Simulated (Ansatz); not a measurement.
`S[Si]Cl` + `[SiH3]N[SiH3]` → `[SiH3]N([SiH3])[Si]Cl` + H₂S  (ligand exchange at the Si–S bond)

Isolated molecules relaxed with PBE0-D4/def2-TZVP in Ansatz; ΔE leaves out vibrations. CCSD(T)/CBS adds triple-zeta CCSD(T) − MP2 to the extrapolated MP2 energy (def2 sets, frozen cores). This one scheme is used for every species. Each species was taken in one conformer, which may not be the lowest.

`S[Si]Cl`:

```xyz
4

S    -0.455   -0.075    1.033
Si    0.617   -0.181   -0.810
Cl   -0.458    1.292   -1.824
H     0.296   -1.036    1.602
```

`[SiH3]N[SiH3]`:

```xyz
10

Si   -1.153    1.008   -0.302
N    -0.038   -0.282   -0.565
Si    1.171   -0.905    0.497
H    -0.746    1.698    0.947
H    -2.557    0.530   -0.155
H    -1.133    1.968   -1.439
H    -0.145   -0.778   -1.440
H     1.278    0.031    1.643
H     2.485   -1.007   -0.196
H     0.838   -2.263    1.010
```

`[SiH3]N([SiH3])[Si]Cl`:

```xyz
11

Si   -0.960    0.347   -0.992
N     0.406   -0.256   -0.057
Si    0.425    0.129    1.655
Si    1.719   -1.188   -0.669
Cl    1.161   -1.329   -2.701
H    -1.810    1.089   -0.021
H    -0.516    1.282   -2.051
H    -1.750   -0.764   -1.569
H     0.445    1.600    1.854
H     1.655   -0.477    2.227
H    -0.775   -0.433    2.325
```

H₂S:

```xyz
3

S    -0.006   -0.529   -0.323
H     0.387   -0.202    0.917
H    -0.381    0.730   -0.594
```

```json
{"species": "`S[Si]Cl`", "CCSD(T)/CBS(def2) energy (Eh)": "-1147.27659"}
{"species": "`[SiH3]N[SiH3]`", "CCSD(T)/CBS(def2) energy (Eh)": "-637.10515"}
{"species": "`[SiH3]N([SiH3])[Si]Cl`", "CCSD(T)/CBS(def2) energy (Eh)": "-1385.41346"}
{"species": "H₂S", "CCSD(T)/CBS(def2) energy (Eh)": "-398.97279"}
```

(1) Work out ΔE.

(2) What do rigid-rotor, harmonic-oscillator terms from PBE0-D4/def2-TZVP frequencies (298.15 K, 1 bar) make of the CCSD(T)/CBS value? (An estimate is asked.)

Largest T1 diagnostic among the species: 0.014.

Results:

(1) ΔE = (-1385.41346) + (-398.97279) − (-1147.27659) − (-637.10515) = -0.00451 Eh = -2.8 kcal/mol.

(2) Ansatz gave: ΔZPE = -2.0 kcal/mol, ΔH = -4.4 kcal/mol, ΔS = -42 J/(mol·K), ΔG = -1.4 kcal/mol. Modes under 50 cm⁻¹ make the entropy rough.

In def2-TZVPP, CCSD(T) changes the Hartree–Fock value by −3.8 kcal/mol (the triples alone add −0.5 kcal/mol) and MP2 by −4.0 kcal/mol. Leaving LDA and LC-ωPBE aside and taking each functional with its dispersion term where it has one, the values, not all of them listed here, spread over 2.7 kcal/mol, from BHLYP-D4 to B97M-V. LDA lies −3.2 kcal/mol from PBE without D4.
